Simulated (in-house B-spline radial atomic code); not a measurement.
# Neutral titanium: [Ar] 3d2 4s2

Method: Dirac-Kohn-Sham PBE0, spherical fractional occupations, Fermi nucleus of rms radius 3.5921 fm. Calculated with a B-spline radial code for spherical atoms.

Screening seen three ways: the hydrogenic charge with the same mean radius, Z_r = [3n² - l(l+1)]/(2<r>), the one with the same energy, Z_e = n√(-2ε), and Slater's rules. Values are occupation-weighted means over j.

```
shell  electrons   ε (eV)  <r> (bohr)    Z_r    Z_e  Slater
   1s          2    -4907     0.06957  21.56  18.99   21.70
   2s          2  -551.33      0.3241  18.51  12.73   17.85
   2p          6  -455.72      0.2895  17.27  11.57   17.85
   3s          2  -67.855       1.004  13.44   6.70   10.75
   3p          6  -42.414       1.083  11.54   5.30   10.75
   4s          2  -5.1975       3.506   6.85   2.47    3.15
   3d          2  -3.4155       1.693   6.20   1.50    3.65
```

The least bound orbital is 3d5/2 at -3.399 eV, while the most diffuse is 4s1/2 (<r> = 3.506 bohr against 1.696 bohr): energy order and size order differ.

Spin-orbit splittings of the orbital energies (j = l + 1/2 above j = l - 1/2 when positive): 2p 5.806 eV, 3p 0.6754 eV, 3d 0.04125 eV.

For the 1s electron the small component carries 0.621 % of the norm, the zero-frequency Breit interaction raises the level by 4.9 eV, self-energy by 2.322 eV, and vacuum polarisation lowers it by 0.1804 eV.

The density falls to 0.001 bohr⁻³ at 4.864 bohr; Σ<r²> = 47.727 bohr² gives, by the non-relativistic formula and without the paramagnetism of open shells, a Langevin diamagnetic susceptibility of -37.8×10⁻⁶ cm³/mol.

Caution: exact exchange at fractional occupations of open shells leaves self-interaction of up to several eV.
